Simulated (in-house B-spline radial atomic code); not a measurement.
# Ionising Mg⁷⁺ with different functionals

Computed with a B-spline radial code for spherical atoms: scalar-relativistic (spin-free X2C) Hamiltonian, Fermi nucleus of rms radius 3.057 fm, spin-polarised at highest spin, spherical fractional occupations for the functionals, and exact exchange of hybrids averaged over the configuration. The ionisation energy is the difference of two self-consistent energies, [He] 2s2 2p1 → [He] 2s2, without Breit or QED terms; ε is the level of the shell that loses the electron (its least bound occupied spin orbital).

```csv
method,rung,ΔSCF (eV),-ε(2p) (eV)
PBE0,global hybrid,266.25,251.25
B3LYP,global hybrid,266.69,250.61
TPSSh,global hybrid,265.85,248.08
BHandHLYP,global hybrid,266.73,256.91
r2SCAN0,global hybrid,?,?
B97-1,global hybrid,?,?
HSE06,range-separated hybrid,266.33,250.90
wB97X,range-separated hybrid,265.83,252.94
CAM-B3LYP,range-separated hybrid,266.58,252.58
LC-wPBE,range-separated hybrid,266.26,251.97
```

Task: What does B97-1 give?

Result: ΔSCF 266.11 eV, and -ε(2p) = 250.35 eV.

Task: What does r2SCAN0 give?

Result: ΔSCF 265.65 eV, and -ε(2p) = 251.34 eV.

Task: Among the functionals, which spreads more, the ΔSCF values or the orbital energies?

Result: The orbital energies: ΔSCF values span about 1.09 eV and the orbital energies 8.83 eV; here energy differences depend much less on the functional than eigenvalues do.

Task: How do they compare with the NIST value?

Result: NIST lists 265.92 eV ± 0.019 (semi-empirical, ground level to ground level). Errors run from -0.28 to +0.81 eV; TPSSh is closest (-0.07 eV), but part of that can be cancellation, since the calculations leave out spin-orbit coupling, Breit-QED terms, multiplet and fine-structure energies.
